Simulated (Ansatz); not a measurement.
Zn6O6H18. Total charge 0; singlet. Geometry PBE-D4/def2-SVP; atoms count from 1.

```csv
atom,x (Å),y (Å),z (Å)
O1,1.226,1.304,-0.970
Zn2,2.154,0.674,0.741
Zn3,-0.222,2.504,0.007
O4,0.381,1.445,1.650
O5,1.266,-1.120,1.162
Zn6,-0.176,-0.331,2.500
Zn7,-0.075,0.472,-2.311
O8,-1.531,1.270,-0.968
O9,-0.634,-1.294,-1.443
Zn10,-0.026,-2.371,0.187
Zn11,-2.398,-0.534,-0.546
O12,-1.491,-1.168,1.175
H13,1.754,4.078,-1.653
H14,1.860,1.853,-1.473
H15,3.635,1.005,1.090
H16,2.359,4.090,-2.131
H17,-0.353,4.057,-0.001
H18,0.560,2.080,2.370
H19,1.917,-1.671,1.641
H20,1.954,-2.036,3.800
H21,2.594,-2.463,3.743
H22,-0.274,-0.540,4.041
H23,0.030,0.677,-3.851
H24,-2.199,1.829,-1.409
H25,-0.846,-1.925,-2.159
H26,-2.911,-2.470,-2.810
H27,0.107,-3.922,0.194
H28,-3.879,-0.867,-0.896
H29,-2.642,-2.934,-3.364
H30,-2.140,-1.690,1.684
```

Single mean-field runs in def2-TZVP are fitted with def2-universal-jkfit. In the singlet geometry the species has come apart into loosely held pieces. In the singlet, H26 and H29 lie 0.77 Å apart, H13 and H16 lie 0.77 Å apart, H20 and H21 lie 0.77 Å apart (atoms count from 1), so H2 has formed as a molecule.

**Question.** Estimate the Mulliken populations of the heavy atoms from the PBE0/def2-TZVP orbitals of Ansatz.

**Answer.** 
| atom | charge (e) | d electrons |
| --- | --- | --- |
| O1 | -0.81 | – |
| Zn2 | 0.53 | 10.02 |
| Zn3 | 0.53 | 10.02 |
| O4 | -0.81 | – |
| O5 | -0.81 | – |
| Zn6 | 0.53 | 10.02 |
| Zn7 | 0.53 | 10.02 |
| O8 | -0.81 | – |
| O9 | -0.81 | – |
| Zn10 | 0.53 | 10.02 |
| Zn11 | 0.53 | 10.02 |
| O12 | -0.81 | – |
Mulliken values depend strongly on the basis.

**Question.** And the Mayer bond orders between heavy atoms (over 0.3)?

**Answer.** O1–Zn2 0.32 (2.05 Å); O1–Zn7 0.32 (2.05 Å); Zn2–O5 0.32 (2.05 Å); Zn3–O4 0.32 (2.05 Å); Zn3–O8 0.32 (2.05 Å); O4–Zn6 0.32 (2.05 Å); O5–Zn10 0.32 (2.05 Å); Zn6–O12 0.32 (2.05 Å); Zn7–O9 0.32 (2.05 Å); O8–Zn11 0.32 (2.05 Å); O9–Zn10 0.32 (2.05 Å); Zn11–O12 0.32 (2.05 Å).
